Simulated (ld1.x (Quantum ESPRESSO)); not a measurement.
**An all-electron radial function and its pseudo partner (Sn)**

Columns: radius, all-electron u(r) and pseudo u(r) of the 5p shell (level -3.87 eV) of tin in the configuration [Kr] 4d10 5s2 5p2; LDA (PZ), scalar-relativistic, TM scheme, ld1.x (Quantum ESPRESSO) 7.5.

```csv
r (bohr),all-electron,pseudo
0.138,-0.0232,-0.0032
0.276,-0.1531,-0.0129
0.414,0.0308,-0.0291
0.552,0.2054,-0.0518
0.690,0.2594,-0.0811
0.828,0.2121,-0.1170
0.966,0.1089,-0.1593
1.104,-0.0146,-0.2074
1.242,-0.1371,-0.2605
1.380,-0.2480,-0.3168
1.518,-0.3428,-0.3742
1.656,-0.4205,-0.4300
1.794,-0.4819,-0.4810
1.932,-0.5286,-0.5247
2.070,-0.5624,-0.5591
2.208,-0.5852,-0.5835
2.346,-0.5988,-0.5982
2.484,-0.6046,-0.6045
2.622,-0.6041,-0.6041
2.760,-0.5985,-0.5985
2.898,-0.5887,-0.5887
3.036,-0.5756,-0.5756
3.174,-0.5600,-0.5600
3.312,-0.5424,-0.5424
3.450,-0.5234,-0.5234
3.588,-0.5035,-0.5035
```

How many radial nodes do the two functions have?

The all-electron 5p function has n − l − 1 = 3 (the table is too coarse to show those close to the nucleus); the pseudo-wave has 0, since the states of the same l below it are removed with the core.

At about which radius was the pseudo-wave matched?

2.76 bohr. The columns agree to 0.0005 from 2.48 bohr on; several derivatives are matched, so the curves merge somewhat inside the radius.

Where does each function peak?

Outermost all-electron maximum near 2.48 bohr, pseudo maximum near 2.48 bohr (to the table’s step).

Is the pseudo-wave norm-conserving?

Yes: the TM scheme keeps the norm inside the radius equal to the all-electron one, which fixes the energy derivative of the logarithmic derivative at the level.
